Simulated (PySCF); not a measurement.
Compound: Ni(PH3)4 (singlet state).
SMILES: `[PH3]->[Ni](<-[PH3])(<-[PH3])<-[PH3]`

Method: TDDFT wB97X-D/def2-SVPD, vertical, gas phase, core orbitals frozen in the response (PySCF 2.14.0, density-fitted response routines). Isolated species at its PBE0-D3(BJ)/def2-SVP geometry, gas phase.

Lowest singlets, with some entries withheld (?). The highest level found (5.19 eV, f 0.0033 so far) is left out, since the window may have cut off a degenerate partner. Orbitals of the list HOMO-3 to LUMO+2 that lie within 0.01 eV of each other are written together with a slash and their weights summed (≥ marks a lower bound); for degenerate orbitals outside that list single weights are arbitrary.

```json
{"state": "S1", "ν̃ (cm⁻¹)": "38190", "f": "?", "main configurations (H = HOMO, L = LUMO)": "?"}
{"state": "S2", "ν̃ (cm⁻¹)": "38290", "f": "0.0000", "main configurations (H = HOMO, L = LUMO)": "H→L+3 (27%), H-2/H-1→L+1/L+2 (≥24%), H-2/H-1→L+5 (≥12%)"}
{"state": "S3", "ν̃ (cm⁻¹)": "38320", "f": "0.0000", "main configurations (H = HOMO, L = LUMO)": "H-2/H-1→L+3 (≥25%), H-2/H-1→L+1/L+2 (≥20%), H-2/H-1→L+4 (≥20%)"}
{"state": "S4", "ν̃ (cm⁻¹)": "39050", "f": "0.0001", "main configurations (H = HOMO, L = LUMO)": "H→L+4 (28%), H-2/H-1→L+1/L+2 (≥13%), H-2/H-1→L+4 (≥12%)"}
{"state": "S5", "ν̃ (cm⁻¹)": "39100", "f": "0.0002", "main configurations (H = HOMO, L = LUMO)": "H-2/H-1→L+5 (≥23%), H→L+5 (15%), H→L+3 (11%)"}
{"state": "S6", "ν̃ (cm⁻¹)": "?", "f": "0.0005", "main configurations (H = HOMO, L = LUMO)": "?"}
{"state": "S7", "ν̃ (cm⁻¹)": "?", "f": "?", "main configurations (H = HOMO, L = LUMO)": "H-2/H-1→L+1/L+2 (≥38%), H→L+3 (24%)"}
{"state": "S8", "ν̃ (cm⁻¹)": "?", "f": "?", "main configurations (H = HOMO, L = LUMO)": "H-2/H-1→L+1/L+2 (≥47%), H-2/H-1→L+3 (≥11%)"}
{"state": "S9", "ν̃ (cm⁻¹)": "40250", "f": "0.0017", "main configurations (H = HOMO, L = LUMO)": "H-2/H-1→L+4 (≥27%), H-2/H-1→L+5 (≥13%), H→L+4 (13%)"}
{"state": "S10", "ν̃ (cm⁻¹)": "40260", "f": "0.0008", "main configurations (H = HOMO, L = LUMO)": "H→L+5 (46%), H-2/H-1→L+4 (≥18%)"}
{"state": "S11", "ν̃ (cm⁻¹)": "40280", "f": "0.0019", "main configurations (H = HOMO, L = LUMO)": "H-2/H-1→L+5 (≥31%), H-2/H-1→L+4 (≥29%), H→L+1/L+2 (≥12%)"}
{"state": "S12", "ν̃ (cm⁻¹)": "41410", "f": "?", "main configurations (H = HOMO, L = LUMO)": "H→L+1/L+2 (≥39%), H-2/H-1→L+4 (≥18%), H-2/H-1→L+3 (≥11%)"}
{"state": "S13", "ν̃ (cm⁻¹)": "41450", "f": "?", "main configurations (H = HOMO, L = LUMO)": "H-2/H-1→L+1/L+2 (≥28%), H-2/H-1→L+3 (≥15%)"}
{"state": "S14", "ν̃ (cm⁻¹)": "41460", "f": "?", "main configurations (H = HOMO, L = LUMO)": "H-2/H-1→L+3 (≥27%), H-2/H-1→L+1/L+2 (≥19%), H→L+1/L+2 (≥10%)"}
```

(1) What stands in place of each question mark?

(2) Where do the lowest triplets lie (Tamm–Dancoff)?

(3) How far apart are S6 and S9, in eV and cm⁻¹?

(4) What is the mean static polarisability from the same response equations?

## Answers

(1) 
- S1: f = 0.0000; H→L+4 (32%), H→L+1/L+2 (≥26%), H-2/H-1→L+1/L+2 (≥20%)
- S6: ν̃ = 39190 cm⁻¹; H-2/H-1→L+5 (≥46%), H-2/H-1→L+4 (≥13%), H-2/H-1→L+1/L+2 (≥10%)
- S7: ν̃ = 39400 cm⁻¹; f = 0.0000
- S8: ν̃ = 39410 cm⁻¹; f = 0.0001
- S12: f = 0.197
- S13: f = 0.199
- S14: f = 0.202

(2) T1 4.27 eV, H→L+1/L+2 (≥25%), H-2/H-1→L+1/L+2 (≥22%), H-2/H-1→L+3 (≥21%); T2 4.52 eV, H→L+1/L+2 (≥25%), H-2/H-1→L+3 (≥17%), H-2/H-1→L+4 (≥9%); T3 4.52 eV, H→L+1/L+2 (≥20%), H-2/H-1→L+1/L+2 (≥16%), H-2/H-1→L+4 (≥14%); T4 4.53 eV, H→L+5 (19%), H→L+3 (15%), H-2/H-1→L+3 (≥11%). E(S1) − E(T1) = +0.47 eV.

(3) 4.990 − 4.859 = 0.131 eV, or about 1060 cm⁻¹.

(4) 147.7 au (21.88 Å³), with principal values 147.3, 147.7 and 148.0 au.
